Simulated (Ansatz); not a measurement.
Born–Oppenheimer molecular dynamics of BH$_{6}$NOS (10 atoms, charge 0, multiplicity 1). It starts at the highest image of a converged band, a first-order saddle point between two minima.

Level of theory: RKS B3LYP-D4/6-31G* (Ansatz).

```yaml
ensemble: NVE (velocity Verlet)
time_step: 0.5 fs
steps_asked: 200
starting_velocities_drawn_for: 100 K
seed: 11657
```

First frame:

```xyz
10
Properties=species:S:1:pos:R:3
B 0.063 -0.111 0.275
N -0.038 0.066 1.793
H -0.838 -0.368 2.250
H 0.825 -0.140 2.297
O 1.333 -0.332 -0.150
H 1.393 -0.368 -1.115
H -0.931 -0.350 -0.334
S -0.279 2.548 0.425
H -1.630 2.509 0.363
H -0.187 1.269 1.636
```

(1) How far do the bonds stretch over the last three quarters of this one trajectory? (Pairs bonded in most of those frames.)

Answers

(1) 
```tsv
bond	mean (Å)	spread (Å)	shortest	longest
B1–N2	1.414	0.014	1.40	1.44
B1–O5	1.381	0.012	1.36	1.40
B1–H7	1.204	0.017	1.17	1.23
N2–H3	1.010	0.011	0.99	1.03
N2–H4	1.014	0.010	1.00	1.03
O5–H6	0.966	0.010	0.95	0.98
S8–H9	1.350	0.007	1.33	1.37
S8–H10	1.367	0.079	1.25	1.47
```

Mean temperature of the second half: 793 K. The conserved energy stayed within 0.17 meV per atom of its start (net change -0.01 meV per atom), so the integration is sound. The kinetic energy rose, since the run started high on the potential surface and went downhill. It ends in pieces (BH4NO + H2S), so much of that is their flight and rotation, not heat. A run of 0.1 ps of so small a system gives no equilibrium averages. The orbitals stay closed-shell, which can raise the energy where a bond breaks towards radicals; this wasn't checked here.

Run time: 8.6 min on 1 thread of Intel(R) Xeon(R) Platinum 8488C (Sapphire Rapids) (shared host), peak memory 0.19 GiB.
